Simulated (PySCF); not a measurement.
C₆ coefficients of unlike pairs at UHF

Calculated with PySCF 2.14 from the dipole response of each species, C₆(A,B) = (3/π) ∫ α_A(iu) α_B(iu) du, in atomic units, from isotropic polarisabilities. For ions this is the dispersion term alone; charge-induced terms of lower order in 1/R come first.

| species | configuration | basis | relativity | α (bohr³) | C₆ (like pair) |
| --- | --- | --- | --- | --- | --- |
| Be²⁺ | 1s2 (1S) | def2-QZVPPD (7s4p2d1f) | none | 0.03988 | 0.006924 |
| Ne⁺ | [He] 2s2 2p5 (2P) | x2c-QZVPPall with one added diffuse shell each of s, p, d, f type (8s5p4d3f1g) | spin-free X2C | 1.239 | 2.125 |
| Sn⁺ | [Kr] 4d10 5s2 5p1 (2P) | aug-cc-pwCVTZ-PP with ECP28MDF (8s7p6d4f1g) | core potential | 28.99 | 229.9 |
| Au | [Xe] 4f14 5d10 6s1 (2S) | x2c-TZVPPall with one added diffuse shell each of s, p, d, f type (12s8p8d4f1g) | spin-free X2C | 49.96 | 441.9 |

**Question.** Estimate C₆ for Ne⁺ with Be²⁺.

**Answer.** The integral gives 0.1065. The combination rule 2 C_A C_B / (C_A α_B/α_A + C_B α_A/α_B) gives 0.1038 and the geometric mean 0.1213.

No spin-orbit coupling is included.

The other pairs:

| pair | C₆ |
| --- | --- |
| Sn⁺, Ne⁺ | 17.78 |
| Au, Be²⁺ | 0.9405 |
| Au, Sn⁺ | 315.4 |
| Sn⁺, Be²⁺ | 0.7105 |
| Au, Ne⁺ | 23.63 |
